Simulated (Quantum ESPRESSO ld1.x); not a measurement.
Task: Hg37+, 43 electrons, occupied as [Kr] 4d7 (the NIST ground configuration). All-electron calculation, Dirac Kohn-Sham, PBE, spin-unpolarised, spherical densities, point nucleus; open shells are shared between the two j in proportion to 2j + 1. Program: ld1.x of Quantum ESPRESSO 7.5. Some entries of the table are withheld. Estimate them.

orbital,occ.,eigenvalue (eV),r(max) (bohr),<r^2> (bohr^2)
1s1/2,2,-84608.9,0.010,0.0003806
2s1/2,2,-16273.5,0.059,0.005737
2p1/2,2,-15673.3,0.044,0.004054
2p3/2,4,-13725.9,0.051,0.005240
3s1/2,2,-5035.33,0.167,0.03670
3p1/2,2,-4769.32,0.155,0.03340
3p3/2,4,-4330.73,0.170,0.03948
3d3/2,4,-3896.30,(1),0.03014
3d5/2,6,-3802.22,(2),0.03178
4s1/2,2,-2154.26,0.360,0.1543
4p1/2,2,(3),0.357,0.1532
4p3/2,4,(4),0.381,0.1738
4d3/2,2.8,-1722.04,0.366,0.1673
4d5/2,4.2,-1694.65,0.375,0.1732

Result: 
(1) 3d3/2 r(max) (bohr): 0.132
(2) 3d5/2 r(max) (bohr): 0.137
(3) 4p1/2 eigenvalue (eV): -2038.77
(4) 4p3/2 eigenvalue (eV): -1907.38
